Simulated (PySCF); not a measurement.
Compound: diphenylmethane, C13H12.
Atom-mapped SMILES: `[cH:1]1[cH:2][cH:3][c:4]([CH2:5][c:6]2[cH:7][cH:8][cH:9][cH:10][cH:11]2)[cH:12][cH:13]1`

Structure used (PBE0-D3(BJ)/def2-SVP), in Å, numbered top down from 1:
```
atom  x, y, z in Å
C1     3.6114    0.0465   -0.6513
C2     3.2766    1.3965   -0.7191
C3     2.0729    1.8468   -0.1759
C4     1.1880    0.9599    0.4435
C5    -0.1061    1.4457    1.0497
C6    -1.3257    0.6773    0.6019
C7    -1.5804    0.4828   -0.7618
C8    -2.7124   -0.2083   -1.1834
C9    -3.6109   -0.7230   -0.2476
C10   -3.3657   -0.5409    1.1110
C11   -2.2303    0.1537    1.5295
C12    1.5334   -0.3965    0.5003
C13    2.7336   -0.8496   -0.0391
H14    4.5523   -0.3097   -1.0775
H15    3.9539    2.1062   -1.2005
H16    1.8147    2.9081   -0.2337
H17   -0.0366    1.3948    2.1491
H18   -0.2360    2.5129    0.8043
H19   -0.8731    0.8730   -1.4987
H20   -2.8951   -0.3497   -2.2516
H21   -4.4981   -1.2680   -0.5788
H22   -4.0598   -0.9439    1.8527
H23   -2.0420    0.2923    2.5981
H24    0.8435   -1.1046    0.9675
H25    2.9864   -1.9114    0.0155
```

NICS = −σ at a ghost point: NICS(0) at the centroid of the ring atoms, NICS(1) 1 Å to either side along the normal of their mean plane, zz for the tensor component along that normal. Level: GIAO PBE0/pcSseg-1 (PySCF, non-relativistic, gas phase) on the PBE0-D3(BJ)/def2-SVP geometry, one conformer.

Ring bond lengths (Å), with Mayer bond orders in brackets: C1–C2 1.393 (1.44), C2–C3 1.395 (1.43), C3–C4 1.398 (1.41), C4–C12 1.401 (1.39), C12–C13 1.392 (1.45), C13–C1 1.396 (1.42); C6–C7 1.401 (1.39), C7–C8 1.392 (1.45), C8–C9 1.396 (1.42), C9–C10 1.393 (1.44), C10–C11 1.395 (1.43), C11–C6 1.397 (1.41).

Q: Give the NICS values of each ring in ppm.

A: 
| ring | type | NICS(0) | NICS(1), two faces | NICS(1)zz, two faces | rms pucker (Å) | centre to ring atoms, mean (Å) |
| --- | --- | --- | --- | --- | --- | --- |
| C1–C2–C3–C4–C12–C13 | 6-membered carbocycle; formal bonds all aromatic | -8.4 | -11.1 / -11.1 | -28.4 / -28.4 | 0.00 | 1.40 |
| C6–C7–C8–C9–C10–C11 | 6-membered carbocycle; formal bonds all aromatic | -8.4 | -11.1 / -11.1 | -28.4 / -28.4 | 0.00 | 1.40 |

Q: What do they say, and how far can they be read as aromaticity?

A: 
- C1–C2–C3–C4–C12–C13: mean NICS(1)zz -28.4 ppm, shielded, aromatic by this magnetic criterion (flat ring, no four-coordinate atom).
- C6–C7–C8–C9–C10–C11: mean NICS(1)zz -28.4 ppm, shielded, aromatic by this magnetic criterion (flat ring, no four-coordinate atom).

Q: And the bond-length index? HOMA takes Krygowski's 1993 parameters.

A: 
- C1–C2–C3–C4–C12–C13: HOMA 0.98 = 1 − EN − GEO, with mean bond length 1.396 Å, EN = α(Ropt − mean)² = 0.015 and GEO = α × variance = 0.002. The geometric and the magnetic index point the same way.
- C6–C7–C8–C9–C10–C11: HOMA 0.98 = 1 − EN − GEO, with mean bond length 1.396 Å, EN = α(Ropt − mean)² = 0.015 and GEO = α × variance = 0.002. The geometric and the magnetic index point the same way.

Q: What is the mean of the two in-plane components of NICS at the second NICS(1) probe listed for ring C6–C7–C8–C9–C10–C11, 1 Å off the ring?

A: The isotropic value is a third of the trace: (3 × -11.1 − (-28.4))/2 = -2.4 ppm.

Q: Give the inner angles of the rings and the Hirshfeld charges of the ring atoms.

A: 
- C1–C2–C3–C4–C12–C13: C1 119.5° (-0.053 e), C2 120.1° (-0.051 e), C3 120.9° (-0.054 e), C4 118.4° (+0.008 e), C12 120.8° (-0.051 e), C13 120.2° (-0.049 e); sum 720.0° against 720° for a flat convex ring.
- C6–C7–C8–C9–C10–C11: C6 118.5° (+0.008 e), C7 120.8° (-0.051 e), C8 120.2° (-0.049 e), C9 119.5° (-0.053 e), C10 120.1° (-0.051 e), C11 120.9° (-0.054 e); sum 720.0° against 720° for a flat convex ring.

Q: How do the values depend on the level or the medium?

A: 
| level | NICS(0), C1–C2–C3–C4–C12–C13 | mean NICS(1)zz, C1–C2–C3–C4–C12–C13 | NICS(0), C6–C7–C8–C9–C10–C11 | mean NICS(1)zz, C6–C7–C8–C9–C10–C11 |
| --- | --- | --- | --- | --- |
| PBE0/pcSseg-1, gas | -8.4 | -28.4 | -8.4 | -28.4 |
| wB97X-D/pcSseg-1, gas | -8.4 | -28.6 | -8.4 | -28.5 |

The geometry is the same throughout.
